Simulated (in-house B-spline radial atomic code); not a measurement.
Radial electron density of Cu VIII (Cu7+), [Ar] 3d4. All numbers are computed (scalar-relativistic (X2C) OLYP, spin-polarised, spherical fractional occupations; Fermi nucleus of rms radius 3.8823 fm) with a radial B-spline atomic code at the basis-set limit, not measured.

One-electron X2C: radii and densities carry no picture-change correction, so inner-shell <1/r> comes out high (for 1s by about 2 % at Z = 33, 5 % at 54, 10 % at 75, 30 % at 118) and <r> low.

Columns: r (bohr), 4πr²n(r) (electrons per bohr), bar.

```
 0.00196    0.983 #
 0.00233    1.328 #
 0.00277    1.788 ##
 0.00329    2.393 ###
 0.00392    3.204 ####
 0.00466    4.246 #####
 0.00554    5.586 ######
 0.00659     7.29 ########
 0.00785    9.431 ##########
 0.00933    12.01 #############
  0.0111    15.08 #################
  0.0132    18.57 ####################
  0.0157     22.4 #########################
  0.0187    26.36 #############################
  0.0222    30.01 #################################
  0.0265     33.1 ####################################
  0.0315    34.98 #######################################
  0.0374     35.4 #######################################
  0.0446    34.27 ######################################
   0.053    32.04 ###################################
  0.0631    29.59 #################################
   0.075    28.22 ###############################
  0.0892    28.99 ################################
   0.106    32.12 ###################################
   0.126    36.52 ########################################
    0.15    39.94 ############################################
   0.179    39.84 ############################################
   0.213    35.16 #######################################
   0.253    27.49 ##############################
   0.301    20.15 ######################
   0.358    16.49 ##################
   0.426    17.13 ###################
   0.507    19.53 ######################
   0.603    20.15 ######################
   0.717    17.29 ###################
   0.853    11.95 #############
    1.02    6.401 #######
    1.21    2.759 ###
    1.44   0.9098 #
    1.71   0.2339 
    2.03  0.04441 
    2.42 0.005466
```

On this grid the curve has 3 maxima, near 0.0374, 0.15, 0.603 bohr.

The 3d up radial function P(r) = rR(r), positive near the nucleus:

```tsv
r (bohr)	P
0.0187	0.001914
0.0265	0.005005
0.0374	0.01262
0.053	0.03102
0.075	0.07235
0.106	0.1576
0.15	0.3156
0.213	0.5679
0.301	0.879
0.426	1.143
0.603	1.191
0.853	0.9433
1.21	0.5193
1.71	0.1827
2.42	0.03303
```
